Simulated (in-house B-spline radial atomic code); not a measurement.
**Binding energies in Dy³⁹⁺**

NIST's tabulated ground configuration is [Ar] 3d9; each binding energy is the energy of the ion with one electron taken from that subshell, relaxed, less that of the parent. All numbers are computed (Dirac-Hartree-Fock, average of configuration; Fermi nucleus of rms radius 5.2218 fm) with a B-spline radial code for spherical atoms, not measured. Energies include first-order Breit, QED and recoil terms.

```tsv
subshell	X-ray name	binding energy (eV)	-ε (eV)	relaxation (eV)
1s	K	55641.8	55928.3	47.9
2s	L1	10857.1	10903.0	17.3
2p1/2	L2	10396.2	10444.8	20.8
2p3/2	L3	9599.9	9637.6	18.8
3s	M1	3722.5	3731.3	2.5
3p1/2	M2	3526	3534.9	3.0
3p3/2	M3	3348	3354.4	2.6
3d	M4,5	3008	3013.7	3.7
```

Relaxation = -ε minus the binding energy without Breit, QED and recoil terms.

Emission lines follow as differences of binding energies, with λ = 12398.42 eV·Å / E:

```
 line       holes  energy (eV)  wavelength (Å)
 K-L3  1s → 2p3/2      46041.9         0.26929
 K-L2  1s → 2p1/2      45245.6         0.27402
 K-M3  1s → 3p3/2      52293.8         0.23709
L1-M3  2s → 3p3/2       7509.1          1.6511
L3-M1  2p3/2 → 3s       5877.4          2.1095
```

Question: What screening constant σ does Moseley's law, E = (3/4)·13.6057 eV·(Z - σ)², need for K-L3?

Answer: σ = -1.17.

Moseley's non-relativistic formula needs a falling, then negative, screening constant for heavy elements, because relativity binds the 1s electron more strongly than the formula allows.

Question: What does it cost to remove both a 2s and a 3d electron?

Answer: 14001 eV, which is 135.8 eV more than the two single binding energies together.

Question: What does it cost to remove both a 3p1/2 and a 3d electron?

Answer: 6637.6 eV, which is 103.6 eV more than the two single binding energies together.

Question: What does it cost to remove both a 1s and a 3d electron?

Answer: 58790 eV, which is 140.4 eV more than the two single binding energies together.
